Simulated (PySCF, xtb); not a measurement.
GaH2, SMILES [GaH2], multiplicity 2.

Harmonic wavenumbers (cm⁻¹) from GFN2-xTB (xtb) at its own minimum, in rising order: 347, 726, 883.

Task: What does B3LYP-D3(BJ)/def2-TZVPD (PySCF 2.14.0) give at its own minimum? (The exact figures need the calculation; the answer reports its results.)

Result: 733, 1755, 1829. Paired by order, the mean absolute difference is 787 cm⁻¹ and the zero-point energies are 2.8 and 6.2 kcal/mol.
